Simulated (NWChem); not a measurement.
Program: NWChem. System: Ge (+1), charge 1, spin multiplicity 2. Its SCF solution wasn't tested for a lower state. Level: UMP2/def2-SVP, 9 core orbitals frozen.

Output (cleaned and shortened):

```
             Northwest Computational Chemistry Package (NWChem) 7.3.0
             --------------------------------------------------------

                                NWChem Input Module
                                -------------------

 Scaling coordinates for geometry "geometry" by  1.889725989
 (inverse scale =  0.529177249)

                             Geometry "geometry" -> ""
                             -------------------------

 Output coordinates in angstroms (scale by  1.889725989 to convert to a.u.)

  No.       Tag          Charge          X              Y              Z
 ---- ---------------- ---------- -------------- -------------- --------------
    1 Ge                  32.0000     0.00000000     0.00000000     0.00000000

 Effective nuclear repulsion energy (a.u.)       0.0000000000

            Nuclear Dipole moment (a.u.)
            ----------------------------
        X                 Y               Z
 ---------------- ---------------- ----------------
     0.0000000000     0.0000000000     0.0000000000

      Symmetry information
      --------------------

 Group name             D2h
 Group number             26
 Group order               8
 No. of unique centers     1

      Symmetry unique atoms

     1


 Summary of "ao basis" -> "" (spherical)
 ------------------------------------------------------------------------------
       Tag                 Description            Shells   Functions and Types
 ---------------- ------------------------------  ------  ---------------------
 *                          def2-svp                  on all atoms

 Summary of "ao basis" -> "ao basis" (spherical)
 ------------------------------------------------------------------------------
       Tag                 Description            Shells   Functions and Types
 ---------------- ------------------------------  ------  ---------------------
 Ge                         def2-svp                12       32   5s4p3d

                                 NWChem SCF Module
                                 -----------------

  ao basis        = "ao basis"
  functions       =    32
  atoms           =     1
  alpha electrons =    16
  beta  electrons =    15
  charge          =   1.00
  wavefunction    = UHF
  use symmetry    = T
  symmetry adapt  = T

 Summary of "ao basis" -> "ao basis" (spherical)
 ------------------------------------------------------------------------------
       Tag                 Description            Shells   Functions and Types
 ---------------- ------------------------------  ------  ---------------------
 Ge                         def2-svp                12       32   5s4p3d

      Symmetry analysis of basis
      --------------------------

        ag         11
        au          0
        b1g         3
        b1u         4
        b2g         3
        b2u         4
        b3g         3
        b3u         4

 Forming initial guess at       0.1s

   Symmetry analysis of molecular orbitals - initial alpha
   -------------------------------------------------------

  Numbering of irreducible representations:

     1 ag          2 au          3 b1g         4 b1u         5 b2g
     6 b2u         7 b3g         8 b3u

  Orbital symmetries:

     1 ag          2 ag          3 b1u         4 b3u         5 b2u
     6 ag          7 b1u         8 b3u         9 b2u        10 b2g
    11 ag         12 b3g        13 b1g        14 ag         15 ag
    16 b2u        17 b3u        18 b1u        19 ag         20 b2u
    21 b3g        22 b1g        23 b3u        24 b1u        25 ag
    26 b2g

   Symmetry analysis of molecular orbitals - initial beta
   ------------------------------------------------------

  Numbering of irreducible representations:

     1 ag          2 au          3 b1g         4 b1u         5 b2g
     6 b2u         7 b3g         8 b3u

  Orbital symmetries:

     1 ag          2 ag          3 b1u         4 b3u         5 b2u
     6 ag          7 b1u         8 b3u         9 b2u        10 b2g
    11 ag         12 b3g        13 b1g        14 ag         15 ag
    16 b3u        17 b1u        18 b2u        19 ag         20 b3u
    21 b1u        22 b2g        23 ag         24 b2u        25 b3g
[...]
  ----- ------------  ---------------      ----- ------------  ---------------
    15      0.693019  1 Ge px                12      0.431996  1 Ge px
     9     -0.249930  1 Ge px

 Vector   17  Occ=0.000000D+00  E=-2.445375D-01  Symmetry=b1u
              MO Center= -2.2D-28,  7.1D-17, -5.8D-19, r^2= 2.7D+00
   Bfn.  Coefficient  Atom+Function         Bfn.  Coefficient  Atom+Function
  ----- ------------  ---------------      ----- ------------  ---------------
    17      0.693019  1 Ge pz                14      0.431996  1 Ge pz
    11     -0.249930  1 Ge pz

 Vector   18  Occ=0.000000D+00  E=-1.954678D-01  Symmetry=b2u
              MO Center= -2.3D-16, -2.2D-18,  2.1D-16, r^2= 2.9D+00
   Bfn.  Coefficient  Atom+Function         Bfn.  Coefficient  Atom+Function
  ----- ------------  ---------------      ----- ------------  ---------------
    16      0.729111  1 Ge py                13      0.388439  1 Ge py
    10     -0.236103  1 Ge py

 center of mass
 --------------
 x =   0.00000000 y =   0.00000000 z =   0.00000000

 moments of inertia (a.u.)
 ------------------
           0.000000000000           0.000000000000           0.000000000000
           0.000000000000           0.000000000000           0.000000000000
           0.000000000000           0.000000000000           0.000000000000

  Mulliken analysis of the total density
  --------------------------------------

    Atom       Charge   Shell Charges
 -----------   ------   -------------------------------------------------------
    1 Ge  32    31.00   2.00  2.00  2.00  1.64  0.36  6.00  5.98  0.55  0.48  8.16  1.79  0.06

  Mulliken analysis of the alpha density
  --------------------------------------

    Atom       Charge   Shell Charges
 -----------   ------   -------------------------------------------------------
    1 Ge  32    16.00   1.00  1.00  1.00  0.82  0.18  3.00  2.99  0.53  0.48  4.07  0.90  0.03

   Mulliken analysis of the beta density
   -------------------------------------

    Atom       Charge   Shell Charges
 -----------   ------   -------------------------------------------------------
    1 Ge  32    15.00   1.00  1.00  1.00  0.82  0.18  3.00  2.99  0.02 -0.00  4.09  0.89  0.03

   Mulliken analysis of the spin density
   -------------------------------------

    Atom       Charge   Shell Charges
 -----------   ------   -------------------------------------------------------
    1 Ge  32     1.00  -0.00 -0.00 -0.00 -0.00  0.00  0.00  0.00  0.52  0.48 -0.02  0.01  0.01

       Multipole analysis of the density wrt the origin
       ------------------------------------------------

     L   x y z        total         alpha         beta         nuclear
     -   - - -        -----         -----         ----         -------
     0   0 0 0      1.000000    -16.000000    -15.000000     32.000000

     1   1 0 0     -0.000000      0.000000     -0.000000      0.000000
     1   0 1 0      0.000000     -0.000000      0.000000      0.000000
     1   0 0 1      0.000000      0.000000      0.000000      0.000000

     2   2 0 0     -8.650533     -5.047632     -3.602901      0.000000
     2   1 1 0     -0.000000     -0.000000     -0.000000      0.000000
     2   1 0 1     -0.000000     -0.000000     -0.000000      0.000000
     2   0 2 0    -11.890391     -8.513399     -3.376992      0.000000
     2   0 1 1      0.000000      0.000000     -0.000000      0.000000
     2   0 0 2     -8.650533     -5.047632     -3.602901      0.000000

                   NWChem MP2 Semi-direct Energy/Gradient Module
                   ---------------------------------------------

  Basis functions       =     32
  Molecular orbitals    =     32
  Frozen core           =      9
  Frozen virtuals       =      0
  Active alpha occupied =      7
  Active beta occupied  =      6
  Active alpha virtual  =     16
  Active beta virtual   =     17
  Use MO symmetry       = T
  Use skeleton AO sym   = T

  AO/Fock/Back tols     =   1.0D-09  1.0D-09  1.0D-09

 GA uses MA = F    GA memory limited = T

 Available:
  local mem=  1.26D+08
 global mem=  1.44D+08
 local disk=  0.00D+00
  mp2_memr nvloc                    16
  nvloc new                    16
   1 passes of   7:        2097152                       4944                    202864.
   1 passes of   7: M    126154248           G      144177152           F     124057096.

 Semi-direct pass number   1 of   1  for UHF alpha       at        0.4s
  vrange nnbf                   528
  mp2_eaftype                    10  avail_ma_in_mb                  1099
 EAF : mp2_eaftype filesize          10     101432.
  mp2_eaf for mointskh                     10
Node 0 wrote      0.5 Mb in      0.0 s     Agg I/O rate:  1144.7 Mb/s
 Done moints_semi at        0.9s
  mp2_eaftype                    10  avail_ma_in_mb                  1089
 EAF : mp2_eaftype filesize          10     101432.
  mp2_eaf for kh                    10
 Done maket at        1.0s
 Done multipass loop at        1.0s

 GA uses MA = F    GA memory limited = T

 Available:
  local mem=  1.26D+08
 global mem=  1.44D+08
 local disk=  0.00D+00
  mp2_memr nvloc                    17
  nvloc new                    17
   1 passes of   6:        2097152                       4689                    184912.
   1 passes of   6: M    126154248           G      144177152           F     124057096.

 Semi-direct pass number   1 of   1  for UHF beta        at        1.0s
  vrange nnbf                   528
  mp2_eaftype                    10  avail_ma_in_mb                  1099
 EAF : mp2_eaftype filesize          10      92456.
  mp2_eaf for mointskh                     10
Node 0 wrote      0.4 Mb in      0.0 s     Agg I/O rate:   971.3 Mb/s
 Done moints_semi at        1.5s
  mp2_eaftype                    10  avail_ma_in_mb                  1089
 EAF : mp2_eaftype filesize          10      92456.
  mp2_eaf for kh                    10
 Done maket at        1.5s
 Done multipass loop at        1.5s

          -------------------------------------------
          SCF energy               -2074.784345396991
          Correlation energy          -0.160000885160
          Singlet pairs                0.000000000000
          Triplet pairs                0.000000000000
          Total MP2 energy         -2074.944346282150
          -------------------------------------------

          ---------------------------------------------------
                    Spin Component Scaled (SCS) MP2
          Same spin pairs                     -0.048702934160
          Same spin scaling factor             0.333333333333
          Opposite spin pairs                 -0.111297950999
          Opposite spin scaling fact.          1.200000000000
          SCS-MP2 correlation energy          -0.149791852586
          Total SCS-MP2 energy             -2074.934137249576
          ---------------------------------------------------

 -----------------------
 Performance information
 -----------------------

 Timer overhead =  2.12D-07 seconds/call

               Nr. of calls         CPU time (s)                 Wall time (s)                GFlops
             ---------------    -------------------     ------------------------------   -------------------
Name         Min   Avg   Max    Min     Avg     Max     Min     Avg     Max   Mx/calls   Min     Max     Sum
mp2: moin     2     2     2    1.0     1.0     1.0      1.0     1.0     1.0    0.52      0.0     0.0     0.0
mp2: make     2     2     2   8.73E-3 8.73E-3 8.73E-3  8.73E-3 8.73E-3 8.73E-3 4.37E-3   0.0     0.0     0.0
mp2: tota     1     1     1    1.1     1.1     1.1      1.1     1.1     1.1     1.1      0.0     0.0     0.0

 The average no. of pstat calls per process was 5.00D+00
 with a timing overhead of 1.06D-06s

 Task  times  cpu:        1.4s     wall:        1.4s

 Total times  cpu:        1.5s     wall:        1.5s
```

Q: Write an NWChem input that would produce this output.

A: One answer among several that fit: 
```
start mol
memory heap 200 mb stack 900 mb global 1100 mb
charge 1
geometry units angstroms nocenter noautoz
  Ge     0.000000     0.000000     0.000000
  symmetry group D2h
end
basis spherical
  * library def2-svp
end
scf
  uhf
  nopen 1
  maxiter 100
  thresh 1e-7
  semidirect memsize 60000000 filesize 0
  # guess.movecs holds the orbitals of an unrestricted PBE0 run
  vectors input guess.movecs output mol.movecs
end
mp2
  freeze core 9
end
task mp2 energy
```
